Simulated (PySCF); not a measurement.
# Correlation energy of Ga (gallium, neutral)

Starting occupation: [Ar] 3d10 4s2 4p1, 4p1/2 with m_j = +1/2. Calculation: PySCF 2.14, in x2c-QZVPPall-2c (11s9p5d4f1g, 100 functions); X2C-1e with screened-nucleus spin-orbit coupling, Gaussian nucleus. Frozen: [Ne]; 21 electrons correlated; the 8 highest virtual spinors left out.

MP2 pair energies summed by pair of shells (mhartree):

```
 pair   energy  share (%)
3d-3d  -405.84       49.2
3d-3p  -191.25       23.2
3d-3s   -50.67        6.1
3p-3p   -50.26        6.1
3d-4s   -48.98        5.9
3p-3s   -21.07        2.6
4s-4s   -20.58        2.5
4p-4s   -14.06        1.7
3d-4p   -10.38        1.3
3p-4s    -6.34        0.8
3s-3s    -3.76        0.5
3p-4p    -1.20        0.1
3s-4s    -0.83        0.1
3s-4p    -0.18        0.0
```

Total MP2 correlation energy: -825.41 mhartree.

The GHF reference relaxed away from the jj start to a determinant that is no pure jj level (⟨S²⟩ = 0.77, ⟨J²⟩ = 0.91); the energies belong to that determinant.

This basis was not built for core-valence correlation, so the inner-shell part is incomplete.
